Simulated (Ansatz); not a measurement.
Computed with Ansatz on PBE0-D4/def2-TZVP structures; ΔE is electronic, products minus reactants. CCSD(T)/CBS is the MP2 limit (def2-TZVPP, def2-QZVPP) plus CCSD(T) − MP2 in def2-TZVPP, frozen cores. This one scheme is used for every species. Functionals use def2-TZVPP. For Br outer-core shells are correlated without core-valence functions, which leaves a few kJ/mol of doubt a bond. Scalar relativity is left out up to krypton. One conformer a species, not always the lowest.

`CN[BH][AlH2]` + HBr → `CNBBr` + `[AlH3]`  (cleavage of the B–Al bond)

`CN[BH][AlH2]`:

Cartesian coordinates in Å:
```
C 1.783 0.786 -0.037
N 0.477 0.220 -0.300
B -0.451 -0.220 0.635
Al -2.301 -1.008 -0.082
H 2.576 0.184 -0.493
H 1.945 0.816 1.039
H 1.862 1.804 -0.431
H 0.262 0.160 -1.285
H -0.120 -0.116 1.788
H -2.550 -1.060 -1.665
H -3.484 -1.565 0.831
```

HBr:

Z-matrix (Å, degrees):
```
Br
H 1 1.420
```

`CNBBr`:

```xyz
9

C     1.205   -0.100    0.103
N    -0.214   -0.297    0.299
B    -1.220    0.366   -0.371
Br   -3.066   -0.044    0.038
H     1.693   -1.023   -0.224
H     1.690    0.237    1.024
H     1.359    0.659   -0.663
H    -0.456   -0.987    0.993
H    -0.991    1.190   -1.199
```

`[AlH3]`:

Z-matrix (Å, degrees):
```
Al
H 1 1.586
H 1 1.586 2 120.0
H 1 1.586 2 120.0 3 -179.9
```

| species | r2SCAN0-D4 energy (Eh) |
| --- | --- |
| `CN[BH][AlH2]` | -364.27423 |
| HBr | -2574.74036 |
| `CNBBr` | -2694.89466 |
| `[AlH3]` | -244.16450 |

**Question.** Work out ΔE.

**Answer.** ΔE = (-2694.89466) + (-244.16450) − (-364.27423) − (-2574.74036) = -0.04457 Eh = -117.0 kJ/mol. CCSD(T)/CBS gives -113.7 kJ/mol.

Largest T1 diagnostic among the species: 0.014.

In def2-TZVPP, CCSD(T) changes the Hartree–Fock value by +17.0 kJ/mol (the triples alone add +1.5 kJ/mol) and MP2 by +5.9 kJ/mol. From r2SCAN to r2SCAN0 (25 % exact exchange), in def2-TZVPP and without D4, ΔE moves by −3.2 kJ/mol.
